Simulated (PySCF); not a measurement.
## Unknown compound

Molecular formula: C$_{6}$H$_{10}$O$_{2}$Si. Simulated spectra:

1H NMR (600 MHz, computed): δ 10.08 (d, 1H), 6.68 (m, 1H), 6.66 (m, 1H), 4.15 (t, 3H), 3.01 (t, 2H), 0.83 (m, 2H).

13C{1H} NMR (computed): δ 212.6 (C), 199.3 (CH), 155.4 (CH), 145.9 (CH), 39.5 (CH2), 4.2 (CH2).

Computed data (PySCF 2.14): coordinates at the GFN2-xTB level, PBE0/pcSseg-1 with gauge-including orbitals. A single conformation, non-relativistic, in vacuum, rapidly exchanging positions averaged.

δ = σ(ref) − σ, references computed at the same level: TMS for 1H, 13C.

Q: Which candidate is it?
A. O=C/C=C/C(=O)CC[SiH3]
B. C=C1[SiH2]O[C@H](OC)C1=C
C. C=C[C@@]1(C(=O)O)[SiH2][C@H]1C

A: A. 

1. The formula gives 3 degrees of unsaturation (no ring in the answer).
2. 6 carbon signals for 6 carbons: no two carbons are equivalent.
3. Carbon types of the structure: 1 × C, 3 × CH, 2 × CH2, leaving 3 H on heteroatoms.
4. δC 212.6: ketone carbonyl carbon; low-lying n→π* states of the double bond to the heteroatom give a large paramagnetic term (-280 ppm).
5. δC 199.3: aldehyde carbonyl carbon; low-lying n→π* states of the double bond to the heteroatom give a large paramagnetic term (-259 ppm).
6. δC 155.4, 145.9: β carbon of a C=C–C=O unit; conjugation with the carbonyl draws π density from the β position.
7. δH 10.08: hydrogen on an aldehyde carbonyl carbon; the C=O anisotropy and electron withdrawal place aldehyde protons far downfield.
8. δH 0.83: hydrogen on an sp3 CH2 bonded to Si; an electropositive neighbour shields it, as in TMS itself.

The others: C=C1[SiH2]O[C@H](OC)C1=C would give 8 signals for carbon-bound and other non-exchanging H, not 6; C=C[C@@]1(C(=O)O)[SiH2][C@H]1C would give 7 signals for carbon-bound and other non-exchanging H, not 6.

Shifts are as computed. Against solution values, carbons near 30 ppm lie about +3 ppm off and those near 130 ppm about +5 ppm. Of 1309 compounds with measured shifts, 239 miss one by over three times the rms of a fit or turn the order of signals round; such compounds aren't used in these exercises. No couplings were computed; multiplicities are counted from neighbouring protons, with m where these are inequivalent, close in shift, in a saturated or five-membered ring or joined by F or P, and br s for small geminal =CH2 splittings.
